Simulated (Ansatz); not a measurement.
Basis-set extrapolation for `CO[SiH]C` radical (PBE0-D4/def2-TZVP geometry, frozen core, Ansatz 0.2.0). Multiplicity 2, UHF reference.

|  | def2-TZVPP | def2-QZVPP |
| --- | --- | --- |
| HF | -443.683222 | -443.700343 |
| MP2 correlation | -0.693248 | -0.742836 |
| CCSD(T) correlation | -0.762968 | not run |

Energies in hartree. Use E(X) = E(∞) + A·exp(−7.88·√X) for Hartree–Fock and E(X) = E(∞) + B·X^(−2.97) for correlation, with X = 3 and 4, and add CCSD(T) minus MP2 of the smaller set to the MP2 limit.

Task: What is the CCSD(T) energy at the basis-set limit?

Result: HF limit: -443.700343 + (-0.017121) × 0.13774 = -443.70270. MP2 limit: -0.742836 + (-0.049588) × 0.74074 = -0.77957. Higher-order term: -0.762968 − (-0.693248) = -0.06972. Total: -444.55199 hartree, 2.88 eV below CCSD(T)/def2-TZVPP.
